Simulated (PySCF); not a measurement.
Gas-phase reaction: Zn(OH)₂ → ZnH₂ + 2 O

Computed with PySCF and rigid-rotor harmonic-oscillator thermochemistry at 1 bar. † marks an energy on the PBE0/def2-TZVP geometry and frequencies; other levels use their own. 6-31G* has spherical d functions here. Open shells (unrestricted): O (multiplicity 3); the rest are closed-shell singlets. Spin-orbit splitting is ignored; it lowers the true energy and changes the entropy of O. B3LYP is the form with VWN-RPA correlation. Zn: all electrons, no relativistic terms. Zn(OH)₂, ZnH₂: computed as isolated molecules; such fragments, hydroxides, amides, oligomers or adducts are transient or little studied in the gas.

B3LYP/def2-TZVP† gives ΔH°(298 K) = 991 kJ.

Q: What do M06-2X/def2-TZVP†, B3LYP/6-31G*, BLYP/def2-TZVP† give?

A: M06-2X/def2-TZVP†: 1036 kJ; B3LYP/6-31G*: 1016 kJ; BLYP/def2-TZVP†: 1022 kJ. For scale, ΔH°(298 K) is 991 kJ at this level, 1011 kJ at ωB97M-V/def2-TZVP†, and runs from 561 to 1514 kJ over the 20 levels computed.
